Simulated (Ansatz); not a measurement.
Species: YF₂ (charge +1, singlet). SMILES: [F][Y+][F]
Geometry: optimised at B3LYP-D3(BJ)/def2-TZVP (Ansatz, a first-principles code).

Property: vertical electron affinity (to the doublet state of charge +0; a negative value means that the extra electron is unbound and the number depends on the basis; each state is the SCF solution reached for its spin), in eV. Valence correlation only, unless marked. Open shells are spin-unrestricted. Spin-orbit coupling is left out. The frozen core is the preceding noble-gas configuration, with the filled d and f shells of earlier blocks. In def2 rows, elements after Kr have scalar-relativistic effective core potentials. Basis-set limits of correlation are two-point, X^-3; Hartree-Fock from the larger set. [CCSD(T)-MP2]/basis is that difference in the basis named.

```tsv
level	program	vertical electron affinity (eV)	minus last row
HF/def2-SVPD	Ansatz	6.17	0.01
SVWN5/def2-TZVPD	Ansatz	6.63	0.47
PBE/def2-TZVPD	Ansatz	6.45	0.29
r2SCAN/def2-TZVPD	Ansatz	6.39	0.23
B3LYP/def2-TZVPD	Ansatz	6.61	0.45
PBE0/def2-TZVPD	Ansatz	6.47	0.31
BHLYP/def2-TZVPD	Ansatz	6.52	0.36
CAM-B3LYP/def2-TZVPD	Ansatz	6.59	0.43
wB97M-V/def2-TZVPD	Ansatz	6.34	0.18
wB97X-V/def2-TZVPD	Ansatz	6.31	0.15
wB97X/def2-TZVPD	Ansatz	6.18	0.02
B2PLYP/def2-TZVPD	Ansatz	6.35	0.19
MP2/def2-SVPD	Ansatz	6.09	-0.07
MP2/def2-TZVPPD	Ansatz	6.07	-0.09
RI-MP2/def2-QZVPPD	Ansatz	6.07	-0.09
RI-MP2/CBS(def2-TZVPPD,def2-QZVPPD)	Ansatz	6.08	-0.08
SCS-MP2/def2-TZVPPD	Ansatz	6.06	-0.10
CCSD/def2-SVPD	Ansatz	6.18	0.02
CCSD(T)/def2-TZVPPD	Ansatz	6.15	-0.01
RI-MP2/CBS(def2-TZVPPD,def2-QZVPPD)+[CCSD(T)-MP2]/def2-SVPD	Ansatz	6.16	0.00
RI-MP2/CBS(def2-TZVPPD,def2-QZVPPD)+[CCSD(T)-MP2]/def2-TZVPPD	Ansatz	6.16	0.00
```
